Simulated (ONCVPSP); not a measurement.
## Cs (Z = 55): one change to an ONCV potential, before and after

Cs (Z = 55), optimised norm-conserving Vanderbilt (ONCV), made with ONCVPSP 4.0.1 (LDA (Perdew-Zunger), scalar-relativistic). Core [Kr] 4d10, reference 5s2 5p6 6s0.5 (charge +0.5). Waves: 5s+6s: rc 3.15 bohr, ncon 5, nbas 8, qcut 4.2 1/bohr, 3 projectors, debl 2.3 Ha; 5p: rc 1.90 bohr, ncon 4, nbas 8, qcut 4.8 1/bohr, 1 projector; d scattering state at 0.02 Ha: rc 2.70 bohr, ncon 5, nbas 8, qcut 4.1 1/bohr, 2 projectors, debl 3.4 Ha. Local part: polynomial inside 1.25 bohr (lpopt 5, dvloc0 0 Ha). Core correction: Teter function, fcfact 5.75, rcfact 1.45.

In the d channel the program set the typed energies aside and used 0.050, 3.450 Ha.

All-electron outer shells of the reference configuration (LDA (Perdew-Zunger), scalar-relativistic, ld1.x):

| shell | level (eV) | outermost node (bohr) | outermost maximum (bohr) |
| --- | --- | --- | --- |
| 5s | -29.38 | 0.82 | 1.54 |
| 5p | -16.07 | 0.89 | 1.76 |
| 6s | -4.01 | 2.09 | 4.39 |

Change: local potential polynomial inside 1.25 bohr (lpopt 5, dvloc0 6.5 Ha).

Cutoffs: the cutoffs (Ha) at which the residual kinetic energy of the hardest occupied pseudo-wave falls to 1 and 0.1 mHa per electron; they do not see the model core or the augmentation charge, which bear on the density cutoff. Errors are all-electron minus pseudo energies relative to the spin-unpolarised reference configuration.

Q: How do hardness, ghosts and transferability respond?

A: The potential gets neither clearly harder nor softer (11 Ha and 29 Ha → 11 Ha and 29 Ha); the bound ghost in p, s disappears; the number of tests with a reliable result goes from 3 to 4; of the 3 tests that both files solve, the error grows in 0 and shrinks in 1 by more than 15 % and 0.3 meV (median size 0.2 → 0.3 meV); the range in which the s phases agree narrows (upper end at the end of the scan → 2.9); the range in which the p phases agree widens (upper end -0.4 → 1.0). In the separable form a ghost depends on how the local part lies against the semilocal potential of the channel, so the choice of the local part can create or remove one.

```tsv
quantity	base	changed
cutoff, loose	11 Ha	11 Ha
cutoff, tight	29 Ha	29 Ha
bound ghosts	s, p	none
GHOST(+) flags under 300 eV	none	s at 83.2 eV
tests with a reliable result	3 of 4	4 of 4
error for 5s2 5p6 6s1, meV [ΔE -1.55 eV]	0.0	0.0
error for 5s2 5p6 6s0, meV [ΔE 2.44 eV]	-0.2	-0.3
error for 5s2 5p5 6s1, meV [ΔE 16.44 eV]	+24	-8.1
s: phases at 3.20 bohr within 0.05 rad from the reference energy up to (Ha; the scan ends near 5)	to the end of the scan	2.9
p: phases at 1.93 bohr within 0.05 rad from the reference energy up to (Ha; the scan ends near 5)	-0.4	1.0
d: phases at 2.74 bohr within 0.05 rad from the reference energy up to (Ha; the scan ends near 5)	2.1	2.1
rms error of d²Exc/dni dnj with the model core, mHa	1.45	1.45
```

 A true bound ghost makes a file unfit for plane-wave use even where its test errors are small: the radial tests pick states by their node count and pass the ghost by.
